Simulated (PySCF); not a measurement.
## Two-photon absorption: `[SiH3]C1=CC=C[SiH2]1`, C₄H₈Si₂

Molfile (atoms numbered from 1):
```
C4H8Si2
     RDKit          3D

 14 14  0  0  0  0  0  0  0  0999 V2000
    2.3177   -0.1236    0.1597 Si  0  0  0  0  0  4  0  0  0  0  0  0
    0.4644   -0.0603    0.0473 C   0  0  0  0  0  0  0  0  0  0  0  0
   -0.3627   -0.9769    0.6136 C   0  0  0  0  0  0  0  0  0  0  0  0
   -1.8220   -0.8055    0.4462 C   0  0  0  0  0  0  0  0  0  0  0  0
   -2.2307    0.2649   -0.2677 C   0  0  0  0  0  0  0  0  0  0  0  0
   -0.6790    1.1710   -0.7990 Si  0  0  0  0  0  4  0  0  0  0  0  0
    2.8564    1.1086    0.8166 H   0  0  0  0  0  0  0  0  0  0  0  0
    2.9339   -0.2058   -1.2017 H   0  0  0  0  0  0  0  0  0  0  0  0
    2.7359   -1.3200    0.9549 H   0  0  0  0  0  0  0  0  0  0  0  0
    0.0058   -1.8367    1.1884 H   0  0  0  0  0  0  0  0  0  0  0  0
   -2.5075   -1.5334    0.8949 H   0  0  0  0  0  0  0  0  0  0  0  0
   -3.2855    0.4811   -0.4489 H   0  0  0  0  0  0  0  0  0  0  0  0
   -0.4914    1.2354   -2.2809 H   0  0  0  0  0  0  0  0  0  0  0  0
   -0.5692    2.5579   -0.2514 H   0  0  0  0  0  0  0  0  0  0  0  0
  1  2  1  0
  2  3  2  0
  3  4  1  0
  4  5  2  0
  5  6  1  0
  6  2  1  0
  1  7  1  0
  1  8  1  0
  1  9  1  0
  3 10  1  0
  4 11  1  0
  5 12  1  0
  6 13  1  0
  6 14  1  0
M  END
```

Level of theory: TDDFT CAM-B3LYP/def2-TZVPD excited states, vertical, gas phase (PySCF 2.14.0). Geometry: PBE0-D3(BJ)/def2-SVP.

**Question.** How strongly do the lowest singlets absorb one photon, and two photons of half the energy?

**Answer.** δ for parallel linear polarisation; σ at the peak of a Lorentzian of half width 0.1 eV, single beam; Ω is circular over linear.
```tsv
state	E (eV)	f	photon λ (nm)	δ (au)	σ (GM)	Ω	main
S1	4.35	0.114	570	0.1	0.00	1.06	HOMO→LUMO 0.97
S2	5.20	0.000	477	0.15	0.00	1.50	HOMO−1→LUMO 0.95
S3	5.89	0.001	421	1.03	0.01	1.50	HOMO−3→LUMO 0.93
S4	6.24	0.002	398	27.3	0.39	1.50	HOMO→LUMO+1 0.66, HOMO→LUMO+2 0.15
S5	6.48	0.004	383	14.4	0.22	1.50	HOMO→LUMO+2 0.60, HOMO→LUMO+3 0.25
S6	6.60	0.066	376	974	15.54	0.52	HOMO−2→LUMO 0.76, HOMO→LUMO+9 0.10
```

Among these, the strongest one-photon state is S1, the strongest two-photon state S6, with a dipole change of 1.1 D (relaxed, norm of the difference vector).
